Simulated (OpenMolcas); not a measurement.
# Mn6+: terms and fine structure

```
Program             : OpenMolcas
Method              : CASSCF
Basis               : ANO-RCC-VQZP [7s6p4d3f2g1h]
Scalar Hamiltonian  : DKH2, point nucleus
Active space        : 1 electron in 10 orbitals (3d 4d)
State averaging     : 2S+1 = 2 even, 5 roots
Spin-orbit coupling : RASSI with atomic mean-field integrals over the reference wave functions, term energies averaged over their components
```

With spin-orbit coupling, above the lowest level:

```json
{"Configuration": "3d", "Term": "²D", "J": "3/2", "E (cm⁻¹)": "0.0", "Measured (cm⁻¹)": "0.0", "g": "0.800", "Term weight %": "100"}
{"Configuration": "3d", "Term": "²D", "J": "5/2", "E (cm⁻¹)": "1300", "Measured (cm⁻¹)": "1350", "g": "1.200", "Term weight %": "100"}
```

Against the measured value (Corliss and Sugar, J. Phys. Chem. Ref. Data 6, 1253 (1977)): 3d ²D_5/2: computed 1300, measured 1350 cm⁻¹ (-3.7 %).

Spin-orbit coupling puts the lowest level 780 cm⁻¹ below the lowest spin-free term.

With one active electron outside closed inactive shells, the extra shells (4d) add no correlation to the reference. With one active electron the reference holds no correlation, so core polarisation is missing. Measured partners are found by configuration, term and J. A level has none where our copy of the source lacks it or the pairing is in doubt (some pairs that miss far off the trend of their configuration count as doubtful), and it then counts in no deviation. Only configurations of the active space appear. The first state left out of the spin-orbit step lies near 540000 cm-1 above the lowest spin-free state of the reference (among the parities and spins computed), and the list stops at four fifths of that energy or lower.

The RASSCF and RASSI steps took 5.7 s on 1 thread of Arm Neoverse V1, with other jobs on the host; the integral step is not counted.

The term weight is that of the spin-free term in the level, not the purity of its configuration.
